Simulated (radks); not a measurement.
The numbers below are computed, except where a source is named.
The mean radii <r> (bohr) of the occupied orbitals of an atom or ion are listed with their occupations. Level of theory: Dirac Kohn-Sham, SOGGA, spin-unpolarised, spherical densities, finite nucleus; Fermi nuclear charge, rms radius of each element as measured or else 0.836 A^(1/3) + 0.57 fm (a radial shooting solver on a logarithmic mesh with Libxc functionals).

orbital  occ.      <r>
1s1/2       2  0.03918
2s1/2       2   0.1723
2p1/2       2   0.1475
2p3/2       4   0.1517
3s1/2       2   0.4922
3p1/2       2   0.4916
3p3/2       4   0.5020
3d3/2       4   0.4962
3d5/2       6   0.4999
4s1/2       2    1.352
4p1/2       2    1.527
4p3/2       4    1.558

Name the element and its charge. Open shells, if any, fill j = l - 1/2 first.

Answer. Z = 38, strontium, charge +2: Sr2+ in [Kr]. The 1s radius gives Z: for a bare nucleus <r> = (2 gamma + 1)/(2Z) with gamma = sqrt(1 - (Z/c)^2), 0.03844 bohr for Z = 38, and screening makes it slightly larger (0.03918 here). The occupations add up to 36, and the charge is Z minus that.
